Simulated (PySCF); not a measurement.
S (sulfur, neutral) across methods

[Ne] 3s2 3p4, high-spin 3P determinant. Computed with PySCF 2.14 in aug-cc-pCVQZ-DK (10s9p7d5f3g, 134 functions), with scalar relativity by spin-free X2C-1e.

```
 method  E (hartree)  mean ε 3s β (eV)  mean ε 3p α (eV)  mean ε 3p β (eV)  Σ⟨r²⟩ (bohr²)   ⟨S²⟩
    PBE    -399.0446           -15.934            -7.692            -6.148          29.23  2.004
    LDA    -397.8197           -16.163            -7.733            -6.157          29.34  2.003
    UHF   -398.59429           -21.184           -12.589           -10.313          29.13  2.013
 PBEsol    -398.3993           -15.905            -7.655            -6.070          29.24  2.004
   PBE0    -399.0754           -17.548            -9.091            -7.409          29.01  2.006
 M06-2X    -399.2079           -18.890           -10.209            -8.510          29.14  2.005
 r2SCAN    -399.1841           -16.032            -8.118            -6.408          28.98  2.008
r2SCAN0    -399.1814           -17.568            -9.383            -7.587          28.91  2.008
```
